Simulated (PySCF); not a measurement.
Compound: C₆H₅ClO₂S.
Cartesian coordinates in Å at the PBE0-D3(BJ)/def2-SVP level; atoms count from 1:
```
atom  x, y, z in Å
O1     7.3494   -1.5170    0.4754
S2     6.7996   -1.2270    1.7820
O3     7.1821   -0.0584    2.5442
Cl4    7.2290   -2.8923    2.9847
C5     5.0375   -1.3462    1.7270
C6     4.4491   -2.0897    0.7069
C7     3.0606   -2.1826    0.6760
C8     2.2949   -1.5413    1.6505
C9     2.9073   -0.7992    2.6614
C10    4.2944   -0.6946    2.7084
H11    5.0753   -2.5746   -0.0441
H12    2.5743   -2.7566   -0.1153
H13    1.2057   -1.6187    1.6205
H14    2.3010   -0.2953    3.4169
H15    4.8019   -0.1160    3.4823
```

Linear response at B3LYP/def2-SVPD (PySCF, frozen core in the response, non-relativistic).

Static isotropic polarisability: 111.33 au (16.50 Å³), principal values 86.7, 107.7, 139.5 au.

Problem. What is the polarisability at 1064 nm and at the sodium D line?

Solution. 112.73 au at 1064 nm (+1.3 %), 116.18 au at 589.3 nm (+4.4 %). The rise at 589.3 nm is 3.47 times that at 1064 nm; a pure ω² law gives 3.26. The lowest singlet lies at 258 nm, shorter than both wavelengths.

Problem. What is the isotropic C6 coefficient between two such molecules, C6 = (3/π)∫α(iω)² dω?

Solution. 4658 au (Eh·bohr⁶) by a ten-point quadrature over imaginary frequencies, which is 2780 eV·Å⁶ or 269 J·nm⁶/mol.

Problem. Which effective excitation energy ω̄ makes London's formula C6 = (3/4)α²ω̄ exact here?

Solution. ω̄ = 4·C6/(3α²) = 0.501 Eh = 13.6 eV. A one-pole form α(ω) = α/(1 − ω²/ω̄²) fitted to the 1064 nm value gives 10.5 eV.

Problem. The lowest 6 singlets have (eV, f): 4.80, 0.014; 4.87, 0.085; 5.13, 0.002; 5.64, 0.000; 5.82, 0.005; 5.86, 0.002. What share of the static polarisability do they carry in the sum over states α = Σ f/ω²?

Solution. 3.31 au, 3.0 % of α; the largest term, 2.65 au, is that of the state at 4.87 eV. Their oscillator strengths add up to 0.11. Higher states carry the rest.

Problem. How anisotropic is the static polarisability, by Δα² = ½[(α1 − α2)² + (α2 − α3)² + (α3 − α1)²]?

Solution. Δα = 46.0 au, or 0.41 of the isotropic value.

Problem. How many electrons N does the Slater–Kirkwood formula C6 = (3/4)·√N·α^(3/2) need to give this C6?

Solution. N = (4·C6/3)²/α³ = 28.0; the species has 90 electrons in all.

Problem. What n − 1 at the D line would an ideal gas of it have at 273.15 K and 1 atm (2.6868 × 10¹⁹ cm⁻³), by n − 1 = 2π·N·α′?

Solution. 29.06 × 10⁻⁴, a formal value whether or not that pressure can be reached.

Problem. What molar refraction at the D line follows from R = (4π/3)·N_A·α′, with α′ the polarisability volume?

Solution. α′ = 17.22 Å³ gives R = 43.43 cm³/mol, for isolated, non-vibrating species.

Problem. What three-body coefficient follows from the one-pole estimate C9 = (3/4)·α·C6?

Solution. 389000 au. This is an estimate from the two numbers above, not a computed integral.

The run took 76 s wall (grids of density and orbitals included) on Arm Neoverse V1, one thread, on a shared host, and the process peaked at 1.1 GiB of memory. This is the whole response run at B3LYP/def2-SVPD, SCF included.

One conformer stands for the species.
